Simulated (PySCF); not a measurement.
## Calculated data, BFH4NO

Computed with PySCF 2.14.0. Calculation on a computer-drawn molecule: the log of a Hartree-Fock and frozen-core CCSD(T) single point meant for a local Hartree-Fock minimum, with one planted fault or none, to be diagnosed. Offsets are logged minus clean, where the clean run is the same molecule without the fault. The reference is restricted for singlets and unrestricted otherwise, and also for a bond in bohr or an excited solution. Adding or removing an electron swaps singlet and doublet. The excited solution moves the top pair (singlet) or top alpha electron (doublet) to the lowest empty orbital. Highest occupied and lowest empty are orbital energies over both spins, largest force is the largest gradient component, triples share is (T) over the correlation energy, the T1 limit is 0.02 restricted and 0.045 unrestricted, electrons count all cores, a negative frequency is imaginary (commonest isotopes), and the dipole is about the centre of nuclear charge.

### BFH4NO

Logged structure:
```xyz
8
BFH4NO
N     -0.0931    -0.3228     1.1221
B     -1.3688    -1.0234     1.5599
O     -1.0567    -1.9498     2.6537
F     -1.9496    -1.8472     0.4596
H     -0.2673     0.2644     0.3261
H      0.5937    -1.0008     0.8364
H     -2.2572    -0.1879     1.8477
H     -1.7809    -2.5427     2.7455
```

* meant charge: -1
* meant multiplicity: 1
* meant basis: aug-cc-pVDZ
* logged electrons: 33
* logged basis functions: 128
* logged SCF converged: yes
* logged spin squared: 0.7587
* logged highest occupied: -11.211 eV
* logged lowest empty: -1.0085 eV
* logged largest force: 0.088255 hartree/bohr
* logged T1 diagnostic: 0.025335
* logged D1 diagnostic: 0.15604
* logged triples share: 0.027061
* logged CC converged: yes
* logged dipole magnitude: 5.1867 debye
* logged SCF stable within its kind: yes
* logged energy HF: -255.82123 hartree
* logged energy CCSD(T): -256.53 hartree
* possible faults: no fault, one electron removed, one electron added, multiplicity raised by two, geometry at a saddle point, SCF held on an excited solution, minimal basis STO-3G, one bond length entered in bohr, all coordinates scaled
* planted fault: one electron removed
* HF energy offset from clean run: 66.28 kcal/mol
* CCSD(T) energy offset from clean run: 95.65 kcal/mol

Drawn bonds:
```csv
atom,other atom,order
1,2,1
2,3,1
2,4,1
1,5,1
1,6,1
2,7,1
3,8,1
```
